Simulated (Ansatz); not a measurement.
```xyz
10

C     0.838    0.136   -1.217
Al   -0.365   -0.926   -0.126
Cl   -2.375   -1.175   -0.766
Cl    0.434   -2.526    1.019
Se   -0.958    0.596    1.961
H     1.133   -0.429   -2.107
H     0.367    1.060   -1.561
H     1.755    0.394   -0.679
H    -1.241    1.830    1.214
H     0.412    1.038    2.260
```

Charge 0, multiplicity 1.

Task: List the PBE0/def2-TZVPP orbital energies in eV (Ansatz 0.2.0). (Estimate.)

Result: Ansatz gave: Occupied: -12363.52, -2766.57, -2766.57, -1586.32, -1528.35, -1423.35, -1423.32, -1423.28, -277.47, -258.44, -258.44, -216.74, -196.68, -196.68, -196.60, -196.60, -196.59, -196.59, -160.32, -160.23, -160.07, -114.12, -74.19, -74.11, -74.03, -60.33, -60.31, -60.17, -60.10, -60.08, -22.30, -21.95, -21.64, -19.06, -13.27, -12.31, -11.36, -11.21, -11.16, -10.00, -9.73, -9.34, -8.83, -8.66, -8.53, -8.06. Lowest empty: -1.10, -0.61, 0.52, 0.82, 1.57, 1.71, 2.93, 3.02.
